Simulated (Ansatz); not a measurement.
`B[O][GaH2]` from Hartree–Fock to CCSD(T)

```xyz
7

B     0.0739   -1.3174   -0.6913
O     0.1434   -0.0098   -0.4526
Ga   -0.0631    1.3632    0.6738
H    -0.2855   -2.0854    0.1697
H     0.3763   -1.7251   -1.7844
H    -1.4643    2.0355    0.6156
H     1.2193    1.7391    1.4692
```

The species carries charge 0 and has multiplicity 1. Correlated methods include outer-core shells of Ga, which these sets cover unevenly. Scalar relativity is left out up to krypton. Geometry: relaxed with PBE0-D4/def2-TZVP. Frozen core, restricted reference, Ansatz.

```json
{"basis": "def2-SVP", "HF (Eh)": "-2024.84651", "MP2 corr.": "-0.48558", "CCSD corr.": "-0.50323", "(T)": "-0.01397", "CCSD(T) total": "-2025.36371"}
{"basis": "def2-TZVPP", "HF (Eh)": "-2025.21703", "MP2 corr.": "-0.56910", "CCSD corr.": "-0.58708", "(T)": "-0.02145", "CCSD(T) total": "-2025.82556"}
{"basis": "def2-QZVPP", "HF (Eh)": "-2025.26325", "MP2 corr.": "-0.84120", "CCSD corr.": "–", "(T)": "–", "CCSD(T) total": "–"}
```
